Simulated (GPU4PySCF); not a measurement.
Vertical excitations of a molecule C12H10N2 from TDDFT-LC-ωPBE/def2-SVPD run with GPU4PySCF, as energy in eV (oscillator strength): 2.72 (0.000), 4.35 (0.824), 5.04 (0.021), 5.05 (0.000), 5.77 (0.000), 6.45 (0.513), 6.50 (0.000), 6.61 (0.000), 6.75 (0.515), 6.79 (0.000), 6.80 (0.000), 6.93 (0.000). Lowest triplet (TDA): 1.89 eV. Coordinates come from a B3LYP-D3(BJ)/def2-TZVP optimisation. Other conformers were not sampled.

Which structure fits?
A) c1ccc(/N=N/c2ccccc2)cc1
B) Cn1ccc(-c2ccccc2)c1C#N
C) C=Cc1ncc(-c2ccccc2)cn1
D) C=Cc1ccnc(-c2ccccc2)n1

A, c1ccc(/N=N/c2ccccc2)cc1
